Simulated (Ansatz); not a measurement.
`C[SiH2][SiH]1B[SiH2]1` + `F[SiH2]N[SiH3]` → `CN([SiH3])[SiH2]F` + `[SiH3][SiH]1B[SiH2]1`  (substitution at a C–Si bond)

Gas-phase electronic energies from Ansatz, PBE0-D4/def2-TZVP geometries. CCSD(T)/CBS adds triple-zeta CCSD(T) − MP2 to the extrapolated MP2 energy (def2 sets, frozen cores). This one scheme is used for every species. Functionals use def2-TZVPP. One conformer a species, not always the lowest.

`C[SiH2][SiH]1B[SiH2]1`:

Z-matrix (Å, degrees):
```
C
Si 1 1.873
H 1 1.093 2 109.8
H 1 1.091 2 111.7 3 120.1
H 1 1.092 2 110.4 3 -119.5
Si 2 2.342 1 113.4 3 176.3
H 2 1.492 1 109.5 3 59.5
H 2 1.489 1 111.2 3 -58.6
Si 6 2.569 2 96.5 1 58.4
B 6 1.895 2 128.5 1 20.3
H 6 1.493 2 110.9 1 -156.5
H 9 1.488 6 139.1 2 121.6
H 9 1.484 6 91.0 2 0.0
H 10 1.190 6 126.4 2 -170.8
```

`F[SiH2]N[SiH3]`:

Z-matrix (Å, degrees):
```
Si
N 1 1.706
F 1 1.601 2 112.6
H 1 1.478 2 108.8 3 117.8
H 1 1.480 2 109.3 3 -117.5
Si 2 1.733 1 128.1 3 -87.6
H 2 1.011 1 115.6 3 85.3
H 6 1.487 2 110.9 1 -127.0
H 6 1.487 2 112.0 1 112.6
H 6 1.483 2 106.7 1 -7.3
```

`CN([SiH3])[SiH2]F`:

Z-matrix (Å, degrees):
```
C
N 1 1.464
H 1 1.095 2 110.8
H 1 1.093 2 110.7 3 -118.9
H 1 1.095 2 112.0 3 120.7
Si 2 1.734 1 115.9 3 -48.3
Si 2 1.705 1 119.0 3 138.4
H 6 1.489 2 111.2 1 -59.2
H 6 1.489 2 109.6 1 59.4
H 6 1.483 2 108.3 1 -179.9
F 7 1.603 2 112.7 1 77.2
H 7 1.478 2 109.1 1 -164.2
H 7 1.482 2 109.0 1 -39.3
```

`[SiH3][SiH]1B[SiH2]1`:

Z-matrix (Å, degrees):
```
Si
Si 1 2.333
H 1 1.487 2 111.4
H 1 1.490 2 108.0 3 118.5
H 1 1.484 2 110.7 3 -122.3
B 2 1.893 1 127.9 3 114.0
Si 2 2.577 1 94.8 3 77.5
H 2 1.492 1 110.6 3 -67.3
H 6 1.190 2 125.8 1 172.9
H 7 1.484 2 91.4 1 1.7
H 7 1.487 2 138.8 1 -120.9
```

```tsv
level	ΔE (eV)
r2SCAN-D4	0.87
ωB97M-V	0.84
CCSD/def2-TZVPP	0.82
MP2/def2-QZVPP	0.87
```

Task: What does CCSD(T)/CBS give? (An estimate is asked.)

Result: Ansatz gave: +0.84 eV. The listed levels differ from it by 0.03, 0.00, -0.02, 0.03 eV.

Largest T1 diagnostic among the species: 0.016.
